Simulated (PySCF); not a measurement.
Two species compared at the same levels of theory.

First species: C6H10F2SSi.
Structure used (GFN2-xTB), in Å, numbered top down from 1:
```
atom  x, y, z in Å
C1     4.7583    0.1114   -0.5557
C2     3.3367    0.2463   -0.3494
C3     2.1617    0.3569   -0.1382
C4     0.7267    0.4746    0.0213
F5     0.2486    1.5638   -0.7023
C6    -0.0183   -0.7818   -0.4267
F7     0.5149   -1.2664   -1.6100
Si8   -1.8770   -0.4390   -0.7334
S9    -2.6511    0.1078    1.1830
C10   -4.4027    0.3084    0.7377
H11    4.9574   -0.1185   -1.6017
H12    5.2630    1.0398   -0.2907
H13    5.1458   -0.6951    0.0657
H14    0.4606    0.6791    1.0684
H15    0.1562   -1.5676    0.3163
H16   -2.0640    0.6299   -1.7039
H17   -2.5025   -1.6887   -1.1605
H18   -4.5042    1.1162    0.0208
H19   -4.7808   -0.6192    0.3211
H20   -4.9345    0.5529    1.6509
```

Second species: C₆H₁₀F₂SSi.
SMILES: `S(C)[SiH2][C@@H]([C@@H](C#CC)F)F`

Levels: PBE0/pcSseg-1 for dipole moment, HOMO energy, LUMO energy and HOMO–LUMO gap; GFN2-xTB for rotational constant A and rotational constant C. Geometries: GFN2-xTB. Each structure is a single optimised conformer of the isolated species, non-relativistic unless stated. Electronic properties by PySCF.

The conformers computed, where there is a choice (atom-mapped SMILES and torsion angles):
- `[CH3:1][C:2]#[C:3][C@@H:4]([F:5])[C@H:6]([F:7])[SiH2:8][S:9][CH3:10]`: C3–C4–C6–F7 -42°, C4–C6–Si8–S9 -64°, C6–Si8–S9–C10 -177°
- `[CH3:1][C:2]#[C:3][C@@H:4]([F:5])[C@@H:6]([F:7])[SiH2:8][S:9][CH3:10]`: C3–C4–C6–F7 154°, C4–C6–Si8–S9 160°, C6–Si8–S9–C10 60°

Values for the first species:

```
Dipole moment         : 1.14 D
HOMO energy           : -7.01 eV
LUMO energy           : 0.01 eV
HOMO–LUMO gap         : 7.02 eV
Rotational constant A : 2.428 GHz
Rotational constant C : 0.373 GHz
```

Problem. Estimate the same properties for the second species, and the change in each.

Solution. 
```json
{"property": "dipole moment", "first": "1.14 D", "second": "2.55 D", "second less first": "+1.41 D"}
{"property": "HOMO energy", "first": "-7.01 eV", "second": "-6.83 eV", "second less first": "+0.18 eV"}
{"property": "LUMO energy", "first": "0.01 eV", "second": "0.19 eV", "second less first": "+0.18 eV"}
{"property": "HOMO–LUMO gap", "first": "7.02 eV", "second": "7.02 eV", "second less first": "0.00 eV"}
{"property": "rotational constant A", "first": "2.428 GHz", "second": "1.390 GHz", "second less first": "-1.038 GHz"}
{"property": "rotational constant C", "first": "0.373 GHz", "second": "0.424 GHz", "second less first": "+0.051 GHz"}
```

On the first: The dipole matches unit charges of opposite sign 0.24 Å apart (1 e·Å = 4.8032 D).

On the second: In atomic units the dipole is 1.00 e·bohr (1 au = 2.5417 D).
